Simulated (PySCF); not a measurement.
FH3S3Ti, multiplicity 1. Atoms are numbered in the order given.

```xyz
8

Ti     0.2287    -0.2478    -0.0276
F      1.3593    -1.5580    -0.0268
S      0.9428     1.5584     1.1176
H      1.3099     0.7505     2.1456
S     -0.1983     0.4936    -2.1192
H     -1.4041     0.9250    -1.6736
S     -1.7125    -0.8130     1.0007
H     -1.6829    -2.0256     0.3902
```
Charge 0, spin multiplicity 1.

Coordinates come from a PBE0-D3(BJ)/def2-SVP optimisation. The spin state was assumed, not searched. The structure was generated by enumeration; whether it is a known compound was not checked. One conformer was computed; it need not be the lowest.

The numbers are results of B3LYP/def2-TZVP (PySCF), not measurements.

The molecule is in vacuum.

```
Property                                                                                                          Value
---------------------------------------------------------------------------------------------  ------------------------
total energy                                                                                        -2146.04288 hartree
highest occupied level                                                                                         -7.59 eV
lowest empty level                                                                                             -3.18 eV
orbital gap                                                                                                     4.41 eV
dipole moment                                                                                                    0.76 D
quadrupole, principal values (traceless, Buckingham form, about the centre of nuclear charge)     -5.03, 0.00, 5.03 D·Å
mean static polarisability                                                                        98.0 bohr³ (14.53 Å³)
polarisability, principal values                                                               75.3, 108.2, 110.6 bohr³
```
